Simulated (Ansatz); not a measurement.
C2H7BO2 can be A, `OBCCO`, or B, `COB(C)O`.

Isolated molecules relaxed with PBE0-D4/def2-TZVP in Ansatz; ΔE leaves out vibrations. CBS: MP2 limit from def2 TZ/QZ plus the TZ coupled-cluster correction, frozen cores. Functionals use def2-TZVPP. B3LYP here is the variant with VWN-RPA as its local correlation; programs differ in this. One conformer a species, not always the lowest.

A:

```xyz
12

O    -2.301    0.645   -0.773
B    -0.970    0.827   -0.597
C    -0.212   -0.058    0.447
C     1.203   -0.440    0.052
O     1.933   -1.053    1.096
H    -2.688    1.256   -1.404
H    -0.406    1.684   -1.232
H    -0.151    0.543    1.367
H    -0.802   -0.947    0.699
H     1.772    0.452   -0.218
H     1.185   -1.090   -0.835
H     1.438   -1.819    1.397
```

B:

```xyz
12

C     1.071    0.759    1.078
O    -0.083   -0.046    1.148
B    -0.721   -0.495    0.024
C    -0.239   -0.189   -1.437
O    -1.836   -1.255    0.221
H     0.835    1.759    0.700
H     1.837    0.315    0.435
H     1.475    0.855    2.086
H     0.752   -0.618   -1.622
H    -0.926   -0.598   -2.179
H    -0.143    0.887   -1.613
H    -2.021   -1.371    1.158
```

Problem. Which is lower in electronic energy at CCSD(T)/CBS, and by how much? (Best estimate.)

Solution. The calculation gave: B, by 41.2 kcal/mol.

Problem. Give E(B) − E(A) in kcal/mol with CCSD(T)/def2-TZVPP, HF/def2-TZVPP, PBE-D4, B3LYP-D4, CCSD/def2-TZVPP, ωB97M-V, MP2/def2-TZVPP. (Estimate.)

Solution. The calculation gave: CCSD(T)/def2-TZVPP -41.6, HF/def2-TZVPP -43.2, PBE-D4 -40.5, B3LYP-D4 -42.6, CCSD/def2-TZVPP -41.7, ωB97M-V -41.7, MP2/def2-TZVPP -41.9. None reverses the order clearly.

Largest T1 diagnostic: 0.012.

In def2-TZVPP, CCSD(T) changes the Hartree–Fock value by +1.6 kcal/mol (the triples alone add +0.1 kcal/mol) and MP2 by +1.3 kcal/mol.
